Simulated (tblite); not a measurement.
Parent: `[CH2:1]=[CH:2][Si@H:3]([OH:4])[SiH2:5][NH:6][CH3:7]` with C1–C2–Si3–O4 -152°, C2–Si3–O4–H -58°, C2–Si3–Si5–N6 -49°, Si3–Si5–N6–C7 179°, C3H11NOSi2.

Structures optimised with GFN2-xTB, isolated species. One conformer each, not checked by frequencies here.

```csv
coordinate of the parent,value
C1=C2,1.324 Å
C2–Si3,1.892 Å
Si3–O4,1.637 Å
Si3–Si5,2.299 Å
Si5–N6,1.719 Å
N6–C7,1.440 Å
C1–C2–Si3,125.3°
C2–Si3–O4,109.4°
C2–Si3–Si5,112.1°
O4–Si3–Si5,109.3°
Si3–Si5–N6,106.5°
Si5–N6–C7,122.4°
```

Question: In one relative the bonds that all share with the parent change as follows (parent's numbers): C1–C2 +0.007, C2–Si3 +0.008, Si3–O4 +0.002, Si3–Si5 -0.005, Si5–N6 +0.001, N6–C7 +0.003 Å. Which is it?
A. `[CH2:1]=[CH:2][C:3](=[CH2:4])[Si@H:5]([OH:6])[SiH2:7][NH:8][CH3:9]` with C1–C2–C3–C4 41°, C2–C3–Si5–O6 47°, C3–Si5–O6–H 53°, C3–Si5–Si7–N8 78°, Si5–Si7–N8–C9 -177°
B. `[CH2:1]=[C:2]([CH2:3][OH:4])[Si@@H:5]([OH:6])[SiH2:7][NH:8][CH3:9]` with C1–C2–C3–O4 -170°, C2–C3–O4–H -178°, C1–C2–Si5–O6 -7°, C2–Si5–O6–H 66°, C2–Si5–Si7–N8 -133°
C. `[CH2:1]=[C:2]([CH2:3][C:4]#[N:5])[Si@@H:6]([OH:7])[SiH2:8][NH:9][CH3:10]` with C1–C2–C3–C4 118°, C1–C2–Si6–O7 155°, C2–Si6–O7–H 165°, C2–Si6–Si8–N9 -86°, Si6–Si8–N9–C10 -175°

Answer: A. The changes in all of them (Å):

| SMILES | C1–C2 | C2–Si3 | Si3–O4 | Si3–Si5 | Si5–N6 | N6–C7 |
| --- | --- | --- | --- | --- | --- | --- |
| C=C(CC#N)[Si@@H](O)[SiH2]NC | +0.188 | +0.003 | +0.001 | -0.003 | -0.002 | +0.005 |
| C=C(CO)[Si@@H](O)[SiH2]NC | +0.175 | 0.000 | +0.005 | -0.005 | +0.010 | +0.002 |
| C=CC(=C)[Si@H](O)[SiH2]NC | +0.007 | +0.008 | +0.002 | -0.005 | +0.001 | +0.003 |

Atoms are paired thus: C=C(CC#N)[Si@@H](O)[SiH2]NC: C1 = C3, C2 = C2, Si3 = Si6, O4 = O7, Si5 = Si8, N6 = N9, C7 = C10; C=C(CO)[Si@@H](O)[SiH2]NC: C1 = C3, C2 = C2, Si3 = Si5, O4 = O6, Si5 = Si7, N6 = N8, C7 = C9; C=CC(=C)[Si@H](O)[SiH2]NC: C1 = C4, C2 = C3, Si3 = Si5, O4 = O6, Si5 = Si7, N6 = N8, C7 = C9.

All values are computed, not measured.
